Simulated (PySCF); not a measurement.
Molecule: C3H9Si (charge 0, doublet). It need not be the lowest isomer of its formula. 
Geometry from a B3LYP-D3(BJ)/def2-TZVP (Ansatz) optimisation:
```xyz
13

C     -0.8521     1.4972    -0.4999
Si     0.0757     0.1268     0.4047
C      1.7245    -0.2103    -0.4467
C     -0.9666    -1.4447     0.4429
H     -1.0560     1.1966    -1.5338
H     -1.8079     1.7151    -0.0204
H     -0.2706     2.4203    -0.5286
H      2.2834    -0.9962     0.0641
H      1.5567    -0.5348    -1.4798
H      2.3488     0.6844    -0.4745
H     -1.1720    -1.7866    -0.5777
H     -1.9243    -1.2757     0.9381
H     -0.4524    -2.2512     0.9685
```
Charge 0, spin multiplicity 2.

Dispersion corrections to the total energy (kcal/mol) from the dftd3 and dftd4 libraries through PySCF: D3(BJ) without and D4 with the three-body term, each with the damping fitted for the functional named.

| functional | D3(BJ) | D4 |
|---|---|---|
| TPSSh | -7.16 | ___ |
| PBE | -6.15 | ___ |
| B2PLYP | -5.08 | -4.03 |
| HF | -48.30 | -20.53 |
| TPSS | -7.77 | -7.79 |
| CAM-B3LYP | -4.91 | ___ |
| HSE06 | -4.13 | -4.54 |

### Question
Fill in the missing entries.

### Answer

- TPSSh, D4: -7.08
- PBE, D4: -5.78
- CAM-B3LYP, D4: -4.93
